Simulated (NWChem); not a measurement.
Species: WS2Cl2; SMILES [S]=[W](=[S])([Cl])[Cl]

```xyz
5

W      0.0000     0.0000     0.0271
S      0.0000     1.7054     1.2793
S      0.0000    -1.7054     1.2793
Cl     1.9002     0.0000    -1.1946
Cl    -1.9002     0.0000    -1.1946
```
Atoms are numbered in this order, from 1.

Level: PBE0/def2-SVP with def2 effective core potentials on W (NWChem), optimised geometry, unscaled harmonic frequencies. def2 effective core potentials on W; no spin-orbit coupling.

```
frequency (cm⁻¹)  IR intensity (km/mol)
----------------  ---------------------
113                                 0.1
140                                 0.0
147                                 0.1
151                                 0.0
194                                 0.3
410                                32.5
421                                66.7
563                                71.3
569                                23.4
```

The zero-point energy is 3.9 kcal/mol and the thermal correction to the enthalpy at 298.15 K (with zero-point energy) is 8.9 kcal/mol. The heat capacity Cv is 20.5 cal/(mol K) and the entropy at 298.15 K and 1 atm (symmetry number 2) is 87.8 cal/(mol K).

Rigid rotor and harmonic oscillator.
